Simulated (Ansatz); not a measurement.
Computed with Ansatz on PBE0-D4/def2-TZVP structures; ΔE is electronic, products minus reactants. CCSD(T)/CBS adds triple-zeta CCSD(T) − MP2 to the extrapolated MP2 energy (def2 sets, frozen cores). This one scheme is used for every species. Functionals use def2-TZVPP. One conformer a species, not always the lowest.

Consider the silylene formation by 1,1-elimination: `O[Si](O)(Cl)[SiH2]Cl` → `O[Si](O)(Cl)Cl` + `[SiH2]`.

```json
{"level": "PBE0-D4", "ΔE (kcal/mol)": "57.7"}
{"level": "PBE", "ΔE (kcal/mol)": "54.9"}
{"level": "r2SCAN", "ΔE (kcal/mol)": "57.5"}
{"level": "MP2/def2-TZVPP", "ΔE (kcal/mol)": "54.6"}
{"level": "HF/def2-QZVPP", "ΔE (kcal/mol)": "47.4"}
{"level": "MP2/def2-QZVPP", "ΔE (kcal/mol)": "55.9"}
{"level": "HF/CBS(def2)", "ΔE (kcal/mol)": "47.4"}
{"level": "CCSD/CBS(def2)", "ΔE (kcal/mol)": "52.0"}
```

Problem. What does CCSD(T)/CBS give? (Estimate.)

Solution. The calculation gave: +53.2 kcal/mol. The listed levels differ from it by 4.5, 1.7, 4.3, 1.4, -5.8, 2.7, -5.8, -1.2 kcal/mol.

Largest T1 diagnostic among the species: 0.014.

The D4 term adds +3.3 kcal/mol with B3LYP and +1.9 kcal/mol with PBE0; it sums over pairs of atoms, weighted by their polarisabilities, and B3LYP, whose exchange is more repulsive, gets the larger term. From PBE to PBE0 (25 % exact exchange), in def2-TZVPP and without D4, ΔE moves by +0.9 kcal/mol. In def2-TZVPP, CCSD(T) changes the Hartree–Fock value by +3.6 kcal/mol (the triples alone add +1.2 kcal/mol) and MP2 by +7.3 kcal/mol.

B3LYP here is the variant with VWN-RPA as its local correlation; programs differ in this.
